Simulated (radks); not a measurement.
The numbers below are computed, except where a source is named.
Br17+, configuration [Ar]. Level of theory: scalar-relativistic Kohn-Sham, LDA (Slater exchange, VWN5 correlation), spin-polarised, spherical densities, finite nucleus; Fermi nuclear charge, rms radius 4.1629 fm (a radial shooting solver on a logarithmic mesh with Libxc functionals).

Normalised radial functions P(r) = r R(r), r in bohr:

| r | 2p |
|---|---|
| 0.003129 | 0.0133 |
| 0.003914 | 0.0201 |
| 0.004897 | 0.0303 |
| 0.006127 | 0.0456 |
| 0.007665 | 0.0683 |
| 0.009513 | 0.1005 |
| 0.0119 | 0.1490 |
| 0.01489 | 0.2189 |
| 0.01863 | 0.3181 |
| 0.0233 | 0.4555 |
| 0.02892 | 0.6328 |
| 0.03618 | 0.8698 |
| 0.04527 | 1.1619 |
| 0.05664 | 1.4978 |
| 0.07085 | 1.8482 |
| 0.08794 | 2.1513 |
| 0.11 | 2.3610 |
| 0.1376 | 2.3916 |
| 0.1722 | 2.1966 |
| 0.2154 | 1.7894 |
| 0.2695 | 1.2584 |
| 0.3345 | 0.7558 |
| 0.4185 | 0.3586 |
| 0.5236 | 0.1296 |
| 0.655 | 0.0335 |
| 0.8195 | 0.0057 |
| 1.017 | 0.0006 |
| 1.272 | 0.0000 |
| 1.592 | 0.0000 |

2p: eigenvalue -2156.6 eV, 0 radial nodes, <r> = 0.164 bohr, 90 % of the charge inside 0.268 bohr.
